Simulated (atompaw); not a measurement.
# Logarithmic derivatives: promethium (Pm), PAW (atompaw)

| Item | Value |
| --- | --- |
| Element | promethium (Pm) |
| Generator | atompaw 4.2.0.5 |
| Type | PAW |
| Functional | PBE |
| Relativity | scalar-relativistic |
| Frozen core | [Kr] 4d10 |
| Valence charge | 15 |
| Reference configuration | 4f5 5s2 5p6 5d0 6s0 6p0 (charge +2) |
| Partial waves | 5s (bound): rc 2.35 bohr; 6s (bound, empty): rc 2.40 bohr; 5p (bound): rc 2.45 bohr; 6p (bound, empty): rc 2.80 bohr; 5d (bound, empty): rc 3.00 bohr; 5d channel at -0.45 Ry: rc 3.00 bohr; 4f (bound): rc 1.00 bohr; 4f channel at -0.8 Ry: rc 1.00 bohr |
| Local potential | vpsmatchnc scheme with l = 4 at 0 Ry, radius 2.55 bohr |
| Core correction | smooth core density matched at 2.25 bohr |
| Augmentation charge | sinc compensation charge, radius 2.50 bohr; PAW radius 3.00 bohr; waves and projectors: custom polynom vanderbiltortho |

The phase is arctan(r·u′/u) with u = r·R(r), unwrapped; energies in Ry, scanned from -6 to 5 Ry. A pole is an energy at which the radial function vanishes at the test radius. The pseudo phase is shifted by a multiple of π to meet the all-electron one at the reference energy, and phase errors are pseudo minus all-electron; the curves can meet again beyond the range given. Levels narrower than the energy grid can be missing from the lists of poles.

| channel | radius (bohr) | reference energy (Ry) | poles, all-electron | poles, pseudo | unbroken range about the reference energy with phases within 0.05 rad | phase error 1 Ry above the reference energy (rad) |
| --- | --- | --- | --- | --- | --- | --- |
| s | 3.02 | -1.00 | -3.99, 1.59 | -3.99, 1.55, 4.05 | below 3.1 | -0.001 |
| p | 3.02 | -0.71 | -2.46, 2.83 | -2.46, 2.05 | below 1.6 | -0.045 |
| d | 3.02 | -1.00 | -0.30 | -0.30, 4.59 | below 1.8 | -0.000 |
| f | 3.02 | -1.12 | -1.07, 2.35 | -1.07, 2.37 | below 4.1 | +0.000 |

Phases in the d channel:

| E (Ry) | all-electron | pseudo |
| --- | --- | --- |
| -6.00 | 1.421 | 1.421 |
| -5.52 | 1.413 | 1.413 |
| -5.04 | 1.403 | 1.403 |
| -4.56 | 1.391 | 1.391 |
| -4.08 | 1.377 | 1.377 |
| -3.60 | 1.358 | 1.358 |
| -3.12 | 1.332 | 1.332 |
| -2.64 | 1.292 | 1.292 |
| -2.16 | 1.221 | 1.220 |
| -1.68 | 1.044 | 1.044 |
| -1.20 | 0.050 | 0.050 |
| -0.72 | -1.347 | -1.347 |
| -0.24 | -1.588 | -1.588 |
| 0.24 | -1.701 | -1.701 |
| 0.72 | -1.805 | -1.806 |
| 1.20 | -1.967 | -1.970 |
| 1.68 | -2.395 | -2.420 |
| 2.16 | -3.655 | -3.729 |
| 2.64 | -4.303 | -4.336 |
| 3.12 | -4.498 | -4.521 |
| 3.60 | -4.589 | -4.609 |
| 4.08 | -4.644 | -4.666 |
| 4.56 | -4.683 | -4.710 |
